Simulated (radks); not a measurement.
Q: Species: the krypton ion Kr2+. Configuration: [Ar] 3d10 4s2 4p4. Method: scalar-relativistic Kohn-Sham, Slater X-alpha with alpha = 0.911, spin-polarised, spherical densities, point nucleus; open shells are filled with parallel spins first; computed with a radial shooting solver on a logarithmic mesh with Libxc functionals. Some entries of the table are withheld. Estimate them.

orbital,occ.,eigenvalue (eV),<r> (bohr),r(max) (bohr)
1s up,1,-14271.29,0.04143,0.02705
1s down,1,-14271.01,0.04143,0.02705
2s up,1,-1918.025,0.1829,0.1538
2s down,1,-1917.856,0.1829,0.1538
2p up,3,-1705.998,0.1592,0.1228
2p down,3,-1705.750,0.1592,0.1228
3s up,1,-299.9454,0.5264,0.4642
3s down,1,-299.5698,0.5260,0.4643
3p up,3,-231.4142,0.5347,(1)
3p down,3,-230.9855,0.5340,(2)
3d up,5,-116.7851,0.5442,0.4051
3d down,5,-116.2593,0.5417,0.4049
4s up,1,-50.7596,1.465,(3)
4s down,1,-47.4684,1.466,(4)
4p up,3,-35.0939,(5),1.445
4p down,1,-31.8407,(6),1.441

A: 
(1) 3p up r(max) (bohr): 0.4592
(2) 3p down r(max) (bohr): 0.4592
(3) 4s up r(max) (bohr): 1.293
(4) 4s down r(max) (bohr): 1.284
(5) 4p up <r> (bohr): 1.670
(6) 4p down <r> (bohr): 1.689
